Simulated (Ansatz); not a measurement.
Input file for Ansatz (a program for electronic structure): U-CCSD(T)/aug-cc-pV(T+d)Z on AlP, 2S+1 = 3, a spin state set in the input, which need not be the lowest, a point of a bond scan (R = 2.216 Å). Files ending in .json are basis or fitting sets from the Basis Set Exchange.

Ansatz 0.2 input:
```yaml
crystal:
  periodic: [false, false, false]
  atoms:
    - {symbol: Al, position_ang: [0.00000000, 0.00000000, 0.00000000]}
    - {symbol: P, position_ang: [0.00000000, 0.00000000, 2.21642900]}
basis:
  gaussian:
    orbitals: aug-cc-pV_T+d_Z.json
    pivot_positions_ang: [[0.00000000, 0.00000000, 0.00000000], [0.00000000, 0.00000000, 2.21642900]]
magnetization: {spin_polarized: true, initial_magnetization: 2}
correlation: {method: ccsd_t, electrons: outside_noble_gas}
output: {orbitals: {seedname: ./end}}
```

It printed:

```
Functional definition: HF
[...]
integrals: 0.23 GiB planned
722 factors; integrals over basis functions are off by at most 3.5e-4 eV
mean field: 0.26 GiB planned
mean field evaluation 1: about -15852.9420 eV, gradient 9.5e0 eV
mean field evaluation 2: about -15852.9422 eV, gradient 9.5e0 eV
mean field evaluation 4: about -15853.9096 eV, gradient 1.6e0 eV
mean field evaluation 8: about -15853.9701 eV, gradient 1.2e-2 eV
mean field evaluation 16: about -15854.1213 eV, gradient 1.5e0 eV
mean field evaluation 32: about -15853.9694 eV, gradient 6.7e-2 eV
mean field evaluation 64: about -15854.2081 eV, gradient 1.5e-6 eV
mean field evaluation 96: about -15854.2318 eV, gradient 6.3e-1 eV
mean field evaluation 128: about -15854.2505 eV, gradient 2.1e-6 eV
mean field evaluation 160: about -15854.2126 eV, gradient 3.4e-1 eV
mean field evaluation 192: about -15848.9013 eV, gradient 2.1e0 eV
mean field evaluation 224: about -15852.2075 eV, gradient 2.9e0 eV
mean field evaluation 256: about -15846.7072 eV, gradient 5.0e0 eV
mean field evaluation 288: about -15850.5612 eV, gradient 6.8e0 eV
mean field evaluation 320: about -15853.9701 eV, gradient 2.6e-3 eV
mean field evaluation 352: about -15850.6760 eV, gradient 1.9e0 eV
mean field evaluation 384: about -15852.3978 eV, gradient 2.9e-2 eV
mean field evaluation 416: about -15851.8522 eV, gradient 1.9e-1 eV
mean field evaluation 448: about -15850.6172 eV, gradient 5.3e-2 eV
mean field evaluation 480: about -15849.6943 eV, gradient 1.2e1 eV
mean field evaluation 512: about -15850.2005 eV, gradient 5.1e-2 eV
mean field evaluation 544: about -15850.2592 eV, gradient 4.2e-2 eV
mean field evaluation 576: about -15854.2080 eV, gradient 4.0e-2 eV
mean field evaluation 608: about -15852.3977 eV, gradient 5.1e-2 eV
mean field evaluation 640: about -15851.1156 eV, gradient 6.7e0 eV
mean field evaluation 672: about -15848.8525 eV, gradient 4.4e0 eV
mean field evaluation 704: about -15852.3880 eV, gradient 5.5e-1 eV
mean field evaluation 736: about -15851.8535 eV, gradient 8.3e-2 eV
mean field evaluation 768: about -15850.4565 eV, gradient 1.7e0 eV
mean field -15854.25054412 eV, -582.6329610994 hartree, gradient 2.1e-6 eV, S^2 2.237788; 16 other end points of the search recorded, 0 dependent functions left out
determinant -15854.25054412 eV, -582.6329610994 hartree, with singles and doubles -15859.24466737 eV, -582.8164917437 hartree
determinant -15854.20807778 eV, -582.6314004903 hartree, with singles and doubles -15859.25522950 eV, -582.8168798947 hartree
determinant -15853.97011841 eV, -582.6226556445 hartree, with singles and doubles -15859.30564105 eV, -582.8187324851 hartree
determinant -15852.39782303 eV, -582.5648748551 hartree, with singles and doubles -15856.67893076 eV, -582.7222026626 hartree
determinant -15851.85383692 eV, -582.5448837342 hartree, with singles and doubles -15856.60200885 eV, -582.7193758345 hartree
determinant -15851.38402931 eV, -582.5276186233 hartree, with singles and doubles -15856.43180935 eV, -582.7131211180 hartree
determinant -15854.25054412 eV, -582.6329610994 hartree, with singles and doubles -15859.20216509 eV, -582.8149298138 hartree
determinant -15854.20807778 eV, -582.6314004903 hartree, with singles and doubles -15859.19009176 eV, -582.8144861272 hartree
determinant -15853.97011841 eV, -582.6226556445 hartree, with singles and doubles -15859.23795221 eV, -582.8162449662 hartree
10 core orbitals not correlated
reference -15853.97011841 eV, -582.6226556445 hartree; 5, 3 occupied and 95, 97 virtual orbitals, 722 factors
second order -4.51381325 eV of doubles, -0.00000000 eV of singles
coupled cluster: 0.52 GiB planned
cycle   1  -5.26783414 eV  change   -3.3e-7 eV  update   7.5e-7
perturbative correction -0.34313023 eV, -0.0126098034 hartree
Total energy: -15859.58108277 eV, -582.8288547817 hartree
```

Self-consistency was reached.

Cost: around 110 core-seconds (rough).
